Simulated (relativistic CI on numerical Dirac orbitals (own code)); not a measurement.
## Spin-allowed bands of a d2 ion in an octahedral site, by hand

Problem. Take Δ = 22900 cm⁻¹ and B = 730 cm⁻¹ for a d2 ion in an octahedral site. Calculate the three spin-allowed bands.

Working.
1. The terms of highest spin are 3F (energy 0) and 3P (15B = 10950 cm⁻¹). Here the F term splits into A2 at +1.2Δ = 27480, T2 at +0.2Δ = 4580 and T1 at −0.6Δ = -13740 cm⁻¹.
2. The two T1 states mix through the element 0.4Δ: H = [[-13740, 9160], [9160, 10950]], with roots ½(H₁₁ + H₂₂) ∓ ½√[(H₂₂ − H₁₁)² + 4H₁₂²] = ½(-2790) ∓ ½(30744) = -16767 and 13977 cm⁻¹.
3. The ground term is 3T1 at -16767 cm⁻¹.
4. Bands: 3T2 21347 cm⁻¹ (468 nm), 3T1(P) 30744 cm⁻¹ (325 nm), 3A2 44247 cm⁻¹ (226 nm).

Check. Exact diagonalisation of the whole d2 shell with these parameters gives 3T2 21347, 3T1 30744, 3A2 44247 cm⁻¹. The match is exact, since without spin-orbit coupling no other term has this spin. The ratio of the second band to the first, 1.440, depends on Δ/B = 31.4 alone, which is how a Tanabe-Sugano diagram is read.
